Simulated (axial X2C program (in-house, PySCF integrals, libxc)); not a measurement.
RuC⁻: properties at the nuclei

Calculated with an axial X2C code built on PySCF integrals: two-component X2C with atomic mean-field Coulomb and Gaunt terms, Gaussian nuclei, basis Ru dyall-acv3z, C dyall-av3z with contracted cores.

R = 1.620 Å (near the PBE0 minimum at charge -1 of the determinant lowest at the starting distance; the state shown can have its own minimum elsewhere).

Input and command:
```json
{"zs": [44, 6], "q": -1, "bas": ["dyall-acv3z", "dyall-av3z"], "r0": 1.81, "levels": ["PBE0", "HF", "PBE50", "PBE", "LDA"], "nst": 3}
```
```bash
python soeom.py task.json out
```

Keys: zs atomic numbers; q charge; bas basis sets; r0 starting distance in Å; levels methods; nst determinants followed.

Determinant lowest in the PBE0 search, Ω = 5/2 (⟨Sz⟩ = 0.50, ⟨Lz⟩ = 2.00 at PBE0), spin on the atoms Ru 0.63, C -0.13:

```csv
level,Eeff magnitude (GV/cm),Ws magnitude Ru (kHz),A∥/gI Ru (MHz),qzz Ru (a.u.),A∥/gI C (MHz),qzz C (a.u.)
PBE0,0.305,0.0462,431,1.06,1.94,-0.48
HF,3.62,0.787,183,2.04,-23.2,-0.26
PBE50,0.505,0.0803,444,1.44,0.877,-0.49
PBE,0.157,0.0205,414,0.69,2.74,-0.46
LDA,0.0191,0.00639,386,0.74,2.2,-0.47
```

Determinant 0.23 eV from it at PBE0 and this distance, Ω = 3/2 (⟨Sz⟩ = -0.50, ⟨Lz⟩ = 2.00 at PBE0), spin on the atoms Ru -0.63, C 0.13:

```
level  Eeff magnitude (GV/cm)  Ws magnitude Ru (kHz)  A∥/gI Ru (MHz)  qzz Ru (a.u.)  A∥/gI C (MHz)  qzz C (a.u.)
 PBE0                   0.246                 0.0779             596           0.94           1.88         -0.49
   HF                    2.77                  0.907             959           1.79           34.1         -0.25
PBE50                   0.469                  0.141             577           1.33         -0.399         -0.50
  PBE                  0.0858                 0.0295             626           0.56           3.14         -0.47
  LDA                  0.0453                 0.0125             678           0.61           4.02         -0.47
```

Eeff is the effective electric field on the electron electric dipole moment in this Ω state and Ws the scalar–pseudoscalar constant of the nucleus named (defined with the proton number Z and per Ω); A∥ (defined per Ω) follows by multiplying with gI = μI/(I μN); qzz is the electric field gradient, eQq0 = 234.96 MHz × Q/barn × qzz. The operators were transformed with the bare-nucleus X2C matrices; with these basis sets, hyperfine constants and field gradients can be off by tens of per cent, and where levels differ in sign neither size nor sign is settled.

Each state is one determinant with collinear spin. Unrestricted Hartree–Fock can overshoot spin polarisation at the nuclei. In the state Ω = 3/2 the sign of Eeff differs between levels (LDA against PBE0). For an anion, determinants above electron detachment, or with a positive highest level, are held by the basis set. Where Eeff spreads by more than a factor of two the levels disagree and none is to be relied on. At LDA, PBE a later determinant lies lower. States lie within half an eV, so the first need not be the ground state. The sign of Ws at Ru differs between levels in the first state. The sign of Ws at Ru differs between levels in the second state. Further determinants of the search, some of them spin-mixed, are not shown. Where a field gradient or hyperfine factor spreads by more than a factor of two over the levels, a constant derived from it is not to be relied on. PBE0 term energies can be off by some tenths of an eV.
